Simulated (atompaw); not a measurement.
**Logarithmic derivatives: O, PAW (atompaw)**

oxygen, PAW, made with atompaw 4.2.0.5 (LDA (PW92), scalar-relativistic). Core [He], reference 2s2 2p4. Waves: 2s (bound): rc 1.55 bohr; 2s channel at 3.35 Ry: rc 1.55 bohr; 2p (bound): rc 1.55 bohr; 2p channel at 0.1 Ry: rc 1.55 bohr. Local part: bessel scheme, radius 1.45 bohr. Core correction: smooth core density matched at 0.80 bohr. Augmentation charge: besselshape compensation charge, radius 1.15 bohr; PAW radius 1.55 bohr; waves and projectors: custom rrkj gramschmidtortho.

The phase is arctan(r·u′/u) with u = r·R(r), unwrapped; energies in Ry, scanned from -4 to 5 Ry. A pole is an energy at which the radial function vanishes at the test radius. The pseudo phase is shifted by a multiple of π to meet the all-electron one at the reference energy, and phase errors are pseudo minus all-electron; the curves can meet again beyond the range given. Levels narrower than the energy grid can be missing from the lists of poles.

```tsv
channel	radius (bohr)	reference energy (Ry)	poles, all-electron	poles, pseudo	unbroken range about the reference energy with phases within 0.05 rad	phase error 1 Ry above the reference energy (rad)
s	1.55	-1.75	-0.15	-0.15	the whole range	-0.000
p	1.55	-0.68	0.75	0.75	the whole range	+0.000
```

Phases in the p channel:

```json
{"E (Ry)": "-4.00", "all-electron": "1.204", "pseudo": "1.204"}
{"E (Ry)": "-3.76", "all-electron": "1.187", "pseudo": "1.187"}
{"E (Ry)": "-3.52", "all-electron": "1.167", "pseudo": "1.167"}
{"E (Ry)": "-3.28", "all-electron": "1.144", "pseudo": "1.144"}
{"E (Ry)": "-3.04", "all-electron": "1.116", "pseudo": "1.116"}
{"E (Ry)": "-2.80", "all-electron": "1.082", "pseudo": "1.082"}
{"E (Ry)": "-2.56", "all-electron": "1.040", "pseudo": "1.040"}
{"E (Ry)": "-2.32", "all-electron": "0.985", "pseudo": "0.985"}
{"E (Ry)": "-2.08", "all-electron": "0.912", "pseudo": "0.912"}
{"E (Ry)": "-1.84", "all-electron": "0.808", "pseudo": "0.808"}
{"E (Ry)": "-1.60", "all-electron": "0.653", "pseudo": "0.653"}
{"E (Ry)": "-1.36", "all-electron": "0.413", "pseudo": "0.413"}
{"E (Ry)": "-1.12", "all-electron": "0.045", "pseudo": "0.045"}
{"E (Ry)": "-0.88", "all-electron": "-0.415", "pseudo": "-0.415"}
{"E (Ry)": "-0.64", "all-electron": "-0.818", "pseudo": "-0.818"}
{"E (Ry)": "-0.40", "all-electron": "-1.091", "pseudo": "-1.091"}
{"E (Ry)": "-0.16", "all-electron": "-1.267", "pseudo": "-1.267"}
{"E (Ry)": "0.08", "all-electron": "-1.385", "pseudo": "-1.385"}
{"E (Ry)": "0.32", "all-electron": "-1.468", "pseudo": "-1.468"}
{"E (Ry)": "0.56", "all-electron": "-1.531", "pseudo": "-1.531"}
{"E (Ry)": "0.80", "all-electron": "-1.581", "pseudo": "-1.581"}
{"E (Ry)": "1.04", "all-electron": "-1.623", "pseudo": "-1.623"}
{"E (Ry)": "1.28", "all-electron": "-1.658", "pseudo": "-1.658"}
{"E (Ry)": "1.52", "all-electron": "-1.690", "pseudo": "-1.690"}
{"E (Ry)": "1.76", "all-electron": "-1.719", "pseudo": "-1.719"}
{"E (Ry)": "2.00", "all-electron": "-1.746", "pseudo": "-1.746"}
{"E (Ry)": "2.24", "all-electron": "-1.773", "pseudo": "-1.773"}
{"E (Ry)": "2.48", "all-electron": "-1.800", "pseudo": "-1.800"}
{"E (Ry)": "2.72", "all-electron": "-1.827", "pseudo": "-1.826"}
{"E (Ry)": "2.96", "all-electron": "-1.855", "pseudo": "-1.855"}
{"E (Ry)": "3.20", "all-electron": "-1.885", "pseudo": "-1.884"}
{"E (Ry)": "3.44", "all-electron": "-1.917", "pseudo": "-1.916"}
{"E (Ry)": "3.68", "all-electron": "-1.953", "pseudo": "-1.952"}
{"E (Ry)": "3.92", "all-electron": "-1.993", "pseudo": "-1.992"}
{"E (Ry)": "4.16", "all-electron": "-2.039", "pseudo": "-2.037"}
{"E (Ry)": "4.40", "all-electron": "-2.093", "pseudo": "-2.090"}
{"E (Ry)": "4.64", "all-electron": "-2.157", "pseudo": "-2.152"}
{"E (Ry)": "4.88", "all-electron": "-2.234", "pseudo": "-2.227"}
```
